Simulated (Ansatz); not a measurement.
Total energies of BH9OSi3 (`O[SiH2]B([SiH3])[SiH3]`).

Z-matrix (Å, degrees):
```
Si
B 1 1.994
O 1 1.653 2 116.6
H 1 1.499 2 104.2 3 123.1
H 1 1.486 2 111.5 3 -120.5
Si 2 2.001 1 120.0 3 174.3
Si 2 1.999 1 121.1 3 -7.4
H 3 0.958 1 117.4 2 46.6
H 6 1.490 2 111.8 1 -141.8
H 6 1.494 2 105.0 1 101.6
H 6 1.488 2 115.3 1 -17.3
H 7 1.488 2 115.4 1 -154.6
H 7 1.495 2 103.6 1 87.1
H 7 1.492 2 113.4 1 -29.1
```

The species carries charge 0 and has multiplicity 1. All single points use the PBE0-D4/def2-TZVP geometry. It is one conformer, not always the lowest. Basis def2-TZVPP, Ansatz.

RPA on PBE orbitals: Hartree–Fock energy of these orbitals -971.58053 Eh, correlation -1.32338 Eh (frozen core).

| functional | energy without D4 (Eh) | D4 term (kJ/mol) |
| --- | --- | --- |
| LDA (SPW92) | -969.64142 | – |
| PBE | -973.43106 | -33.9 |
| revPBE | -973.80546 | -88.5 |
| BLYP | -973.96947 | -71.6 |
| B97M-V | -973.79583 | – |
| PBE0 | -973.53252 | -29.3 |
| HSE06 (plane-wave form) | -973.50640 | -27.7 |
| BHLYP | -973.97462 | -45.8 |
| ωB97X-V | -973.85869 | – |
| PBE-QIDH | -973.26262 | – |

Give the same for r2SCAN, B3LYP, r2SCANh, r2SCAN0, CAM-B3LYP, LC-ωPBE, ωB97M-V, B2PLYP. (Best estimate.)

Ansatz gave: 
| functional | energy without D4 (Eh) | D4 term (kJ/mol) |
| --- | --- | --- |
| r2SCAN | -973.88569 | -8.6 |
| B3LYP | -974.10099 | -54.7 |
| r2SCANh | -973.87618 | -9.4 |
| r2SCAN0 | -973.86334 | -10.4 |
| CAM-B3LYP | -973.99466 | -30.4 |
| LC-ωPBE | -973.68674 | – |
| ωB97M-V | -973.89856 | – |
| B2PLYP | -973.57575 | – |

B3LYP takes the VWN-RPA correlation (the form of Gaussian; ORCA's B3LYP/G). HSE06 is the plane-wave form, built on full-range PBE exchange. The double hybrids freeze the cores in their second-order part.

LC-ωPBE has ω = 0.4 bohr⁻¹.
